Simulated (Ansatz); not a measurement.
# Ligand exchange: CH2BrF + SiH2(CH3)F → CH2F2 + SiH2(CH3)Br

Species: CH2BrF (bromofluoromethane) `FCBr`, singlet; SiH2(CH3)F, singlet; CH2F2 `FCF`, singlet; SiH2(CH3)Br, singlet. The partners trade Br for F: C–Br and Si–F bonds give way to C–F and Si–Br.

Shapes, held fixed at every level: PBE0-D4/def2-TZVP. Programs: Ansatz 0.2.0. The zero-point and thermal change to 298 K, harmonic and unscaled (PBE0-D4/def2-TZVP), is +2.3 kJ/mol.

| level | kind | ΔH(298 K) (kJ/mol) | less CCSD(T)/def2-TZVPP |
| --- | --- | --- | --- |
| SPW92/def2-TZVPP | LDA | +29.3 | -7.7 |
| r2SCAN-D4/def2-TZVPP | meta-GGA | +34.2 | -2.8 |
| wB97X-V/def2-TZVPP | range-separated hybrid | +31.7 | -5.3 |
| MP2/def2-SVP | perturbation theory | +12.4 | -24.6 |
| MP2/def2-TZVPP | perturbation theory | +39.2 | +2.2 |
| CCSD/def2-SVP | coupled cluster or CI | +9.6 | -27.4 |
| CCSD/def2-TZVPP | coupled cluster or CI | +36.4 | -0.6 |
| CCSD(T)/def2-TZVPP | coupled cluster or CI | +37.0 | 0.0 |

The highest level, CCSD(T)/def2-TZVPP, gives ΔH(298 K) = +37.0 kJ/mol; the levels span +9.6 to +39.2. The column of differences is taken from that level and isn't an error. No measured value is set beside it here. Relativity is left out for Br. Outer-core shells of Br are correlated, in sets that cover them unevenly.
